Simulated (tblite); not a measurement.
Compound: C₈H₁₄FP.
Geometry (GFN2-xTB, Å), atoms numbered from 1 in this order:
```
atom  x, y, z in Å
C1     3.0716    1.0709   -0.5417
C2     3.0335    0.0137    0.5055
F3     4.2656   -0.1684    1.0596
P4     1.8463   -0.9950    1.1340
C5     0.3250   -0.4835    0.1534
C6    -0.6668   -1.6476    0.1469
C7    -1.9243   -1.2718   -0.6317
C8    -2.5755   -0.0312   -0.0275
C9    -1.5874    1.1313   -0.0026
C10   -0.3317    0.7487    0.7761
H11    2.0832    1.2926   -0.9280
H12    3.7169    0.7518   -1.3627
H13    3.5040    1.9796   -0.1203
H14    0.6110   -0.2696   -0.8820
H15   -0.2010   -2.5303   -0.2984
H16   -0.9370   -1.8977    1.1759
H17   -1.6607   -1.0724   -1.6736
H18   -2.6294   -2.1054   -0.6202
H19   -3.4598    0.2445   -0.6054
H20   -2.8986   -0.2525    0.9922
H21   -2.0519    2.0073    0.4549
H22   -1.3130    1.3957   -1.0272
H23    0.3698    1.5865    0.7934
H24   -0.6015    0.5227    1.8110
```

All values are computed: GFN2-xTB (tblite) harmonic vibrations without scaling, gas phase. Errors from tens to a few hundred cm⁻¹ against measured bands are possible. One conformer, not necessarily the lowest.

Harmonic wavenumbers (cm⁻¹): 30.2, 76.7, 90.3, 101.9, 177.4, 227.8, 259.2, 267.6, 312.7, 372.1, 378.3, 402.4, 428.9, 431.9, 524.7, 735.4, 765.2, 820.7, 866.2, 893.2, 927.5, 936.2, 958.4, 965.2, 993.5, 1001.4, 1064.0, 1088.6, 1099.5, 1111.2, 1136.4, 1139.7, 1187.1, 1196.8, 1245.3, 1246.5, 1253.5, 1286.9, 1319.9, 1335.4, 1340.8, 1343.5, 1354.4, 1356.1, 1387.3, 1450.5, 1470.2, 1482.0, 1487.2, 1490.2, 1493.3, 1504.7, 2912.6, 2953.3, 2957.0, 2961.3, 2962.6, 2970.0, 2972.1, 2976.4, 2976.9, 2981.7, 2983.0, 2988.5, 2999.3, 3076.7.

A = 2517, B = 575.3, C = 518.8 MHz; mass 160.082 u (most abundant isotopes); point group C1, symmetry number 1.

Task: Zero-point energy?

Result: ½Σν̃ = 44744 cm⁻¹ = 127.93 kcal/mol.

Task: What is S at 273.15 K and 1 bar for an ideal gas of classical rigid rotors and harmonic oscillators?

Result: Translation 40.71, rotation 30.18, vibration 30.68: S = 101.6 cal/(mol K).

Task: And Cp and H(273.15 K) − H(0)?

Result: Cp = 39.82 cal/(mol K), of which vibrations give 31.87 (their classical limit is 66 R = 131.2); H(273.15 K) − H(0) = 6.55 kcal/mol without the zero-point energy, 4.38 from vibrations.

Task: How do the functions run with temperature in this model?

Result: 
```
 T (K)  S (cal/(mol K))  Cp (cal/(mol K))  H − H(0) (kcal/mol)  G − H(0) (kcal/mol)  ln q(vib)
   150             82.4              25.8                 2.53                -9.83       3.71
   250             98.2              37.0                 5.66               -18.88       6.69
298.15            105.2              43.0                 7.58               -23.78       8.11
   400            119.6              55.9                12.63               -35.23      11.12
   600            146.6              77.0                26.04               -61.89      17.09
   900            182.0              97.5                52.49              -111.33      25.80
```

q(vib) and H(0) count from the zero-point level.

Task: What must be added to the electronic energy to get the Gibbs energy at 273.15 K and 1 bar?

Result: ZPE + [H(273.15 K) − H(0)] − T·S = 127.93 + 6.55 − 27.74 = 106.74 kcal/mol.

Task: Blend soft modes into free rotors: weight 1/[1 + (100 cm⁻¹/ν̃)⁴] for the oscillator and the rest for a rotor with moment μB/(μ + B), μ = h/(8π²ν), B = 10⁻⁴⁴ kg m². What vibrational entropy results?

Result: 27.86 cal/(mol K) in place of 30.68, which changes −T·S at 273.15 K by +0.77 kcal/mol.

Hindered rotation and anharmonicity are outside this model. Other conformers, if any are populated, would add a mixing term that is left out. The structure is chiral; the term R ln 2 for an equal mix with its mirror image is left out.
